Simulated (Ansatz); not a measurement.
Computed with Ansatz on PBE0-D4/def2-TZVP structures; ΔE is electronic, products minus reactants. CBS: MP2 limit from def2 TZ/QZ plus the TZ coupled-cluster correction, frozen cores. Functionals use def2-TZVPP. HSE06 is defined as in plane-wave codes. def2 core potentials past Kr. For Br, Sn outer-core shells are correlated without core-valence functions, which leaves a few kJ/mol of doubt a bond. Scalar relativity is left out up to krypton. One conformer a species, not always the lowest.

Consider the redistribution: `[OH][SnH]([OH])[Br]` + `CCB(S)Cl` → `[OH][SnH]([OH])[Cl]` + `CCB(S)Br`.

`[OH][SnH]([OH])[Br]`:

```xyz
7

O    -1.563   -0.432   -0.428
Sn    0.355   -0.092   -0.382
O     1.027   -0.804    1.295
Br    0.576    2.372   -0.401
H    -2.077    0.377   -0.499
H     1.212   -0.836   -1.634
H     0.471   -0.587    2.049
```

`CCB(S)Cl`:

Cartesian coordinates in Å:
```
C 1.148 -0.594 0.766
C 0.076 0.395 0.321
B -0.630 0.078 -1.039
S -2.342 0.455 -1.412
Cl 0.272 -0.650 -2.369
H 1.927 -0.700 0.010
H 1.621 -0.269 1.695
H 0.723 -1.586 0.939
H 0.533 1.388 0.186
H -0.672 0.530 1.109
H -2.658 0.954 -0.205
```

`[OH][SnH]([OH])[Cl]`:

```xyz
7

O    -1.307    1.031    0.107
Sn   -0.068   -0.406   -0.334
O     0.694   -1.048    1.332
Cl    1.588    0.615   -1.605
H    -1.061    1.864   -0.305
H    -0.769   -1.716   -1.135
H     0.923   -0.341    1.941
```

`CCB(S)Br`:

```xyz
11

C     0.109   -0.707    1.311
C    -0.500   -0.203    0.005
B     0.501    0.407   -1.029
S     0.193    1.846   -2.040
Br    2.210   -0.433   -1.344
H    -0.655   -1.154    1.951
H     0.875   -1.461    1.124
H     0.577    0.107    1.869
H    -0.982   -1.044   -0.516
H    -1.304    0.510    0.212
H    -1.024    2.133   -1.543
```

```json
{"level": "r2SCAN0-D4", "ΔE (kJ/mol)": "22.0"}
{"level": "HSE06-D4", "ΔE (kJ/mol)": "21.5"}
{"level": "BLYP", "ΔE (kJ/mol)": "22.7"}
{"level": "r2SCAN0", "ΔE (kJ/mol)": "22.2"}
{"level": "CAM-B3LYP", "ΔE (kJ/mol)": "22.5"}
{"level": "HF/def2-SVP", "ΔE (kJ/mol)": "26.3"}
{"level": "MP2/def2-SVP", "ΔE (kJ/mol)": "26.6"}
{"level": "MP2/CBS(def2)", "ΔE (kJ/mol)": "17.4"}
```

Question: What does CCSD(T)/CBS give? (An estimate is asked.)

Answer: Computed: +18.3 kJ/mol. The listed levels differ from it by 3.7, 3.2, 4.4, 3.9, 4.2, 8.0, 8.3, -0.9 kJ/mol.

Largest T1 diagnostic among the species: 0.013.

Leaving LDA and LC-ωPBE aside and taking each functional with its dispersion term where it has one, the values, not all of them listed here, spread over 2.6 kJ/mol, from B97M-V to BHLYP-D4. In def2-TZVPP, CCSD(T) changes the Hartree–Fock value by −6.2 kJ/mol (the triples alone add −0.6 kJ/mol) and MP2 by −7.1 kJ/mol. At CCSD(T), def2-SVP lies +9.3 kJ/mol from the extrapolated value and def2-TZVPP −0.9 kJ/mol.
